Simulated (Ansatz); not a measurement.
Ideal-gas functions of `C[O][Sn]([Cl])([Cl])[Cl]` at 500 K and 1 bar, from an Ansatz frequency run at PBE0-D4/def2-TZVP.

Molar mass 256.1 g/mol, point group Cs (symmetry number 1), electronic degeneracy 1, moments of inertia 450.74, 505.996, 550.418 u Å². Harmonic wavenumbers (cm⁻¹, unscaled): 37, 85, 99, 108, 110, 123, 179, 251, 370, 395, 407, 591, 1089, 1176, 1189, 1473, 1491, 1496, 3018, 3085, 3120.

Use S(trans) = R[1.5 ln M + 2.5 ln T − 1.1517]; rotational temperatures θ = 24.2544 K / I; S(rot) = R[ln(√π/σ · √(T³/θAθBθC)) + 1.5]; for each mode x = 1.438777 ν̃/T, S = R[x/(eˣ − 1) − ln(1 − e⁻ˣ)] and H = RT x/(eˣ − 1); 1 cm⁻¹ = 0.0119627 kJ/mol; R = 8.31446 J/(mol·K).

Problem. By hand: the entropy, in J/(mol·K).

Solution. Translation 188.8. Rotation: θ = 0.0538, 0.0479, 0.0441 K, giving 132.5. Vibration, mode by mode: 26.94, 20.04, 18.78, 18.06, 17.91, 16.99, 13.92, 11.20, 8.18, 7.68, 7.46, 4.83, 1.56, 1.27, 1.24, 0.64, 0.61, 0.60, 0.01, 0.01, 0.01, in all 178.0. Electronic 0.0. Sum 499.3 J/(mol·K).

Problem. By hand: H − E and G − E in kJ/mol, counted from the electronic energy.

Solution. Zero-point energy ½ × 19892 × 0.0119627 = 119.0; thermal vibration 38.4; translation, rotation and pV give 4 RT = 16.6. H − E = 174.0 kJ/mol, and G − E = 174.0 − 500 × 499.3/1000 = -75.7 kJ/mol.

Vibration gives 36 % of the entropy, 118.7 J/(mol·K) of it from the modes under 150 cm⁻¹: soft modes count most, and the harmonic formula is weakest for them. The sum counts one conformer and one mirror image; others add a mixing term.
